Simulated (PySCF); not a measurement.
NMR data simulated for an unnamed compound:

¹H NMR (300 MHz, computed): δ 6.95 (m, 1H), 6.65 (m, 1H), 6.56 (m, 1H), 3.76 (s, 3H).

¹³C{¹H} NMR (computed): δ 133.3 (C), 125.9 (CH), 124.6 (CH), 123.7 (C), 113.9 (CH), 37.1 (CH3).

Method: structure optimised with GFN2-xTB, PBE0/pcSseg-1 with gauge-including orbitals, in PySCF 2.14.0 with density-fitted response routines (non-relativistic Hamiltonian, no solvent model, equivalent nuclei averaged, one conformer).

Shifts are taken against calculated references (same method and geometry level): ¹H (σref 31.72) and ¹³C (σref 186.93) vs TMS.

Which of these does the molecule contain: an aldehyde, a heteroaromatic ring, a ketone, a non-aromatic C=C double bond, an N-methyl group, a CF3 group?

## Answers


- An aldehyde: no.
- A heteroaromatic ring: yes.
- A ketone: no.
- A non-aromatic C=C double bond: no.
- An N-methyl group: yes (δC 37.1; δH 3.76 (s)).
- A CF3 group: yes (δC 133.3).

The data belong to `c1n(C)ccc1C(F)(F)F`, C6H6F3N; they needn't prove each group on their own.

Carbon signals by region: 5 in the sp2 and nitrile region (100–160 ppm), 1 below 50 ppm.

Splittings by ¹⁹F in the carbon and heteronuclear signals aren't shown, as no couplings were computed. Shifts are as computed. Against solution values, carbons near 30 ppm lie about +3 ppm off and those near 130 ppm about +5 ppm. Of 1211 compounds with measured shifts, 218 miss one by over three times the rms of a fit or turn the order of signals round; such compounds aren't used in these exercises. No couplings were computed; multiplicities are counted from neighbouring protons, with m where these are inequivalent, close in shift, in a saturated or five-membered ring or joined by F or P, and br s for small geminal =CH2 splittings.
